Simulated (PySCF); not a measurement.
## Correlation energy of S⁺ (sulfur, charge +1)

[Ne] 3s1 3p3 3d1, high-spin 6D determinant (an excited configuration). Computed with PySCF 2.14 in aug-cc-pV(T+d)Z, with no relativity, point nucleus. Frozen: [Ne]; 5 electrons correlated.

```
  level  correlation energy (mhartree)
   CCSD                         -39.73
    (T)                          -0.48
CCSD(T)                         -40.21
```

Diagnostics: T1 = 0.0035, D1 = 0.0078, largest double amplitude 0.034.

Task: Is a single reference adequate?

Result: Yes: T1 lies below 0.03 and no double amplitude reaches 0.07.
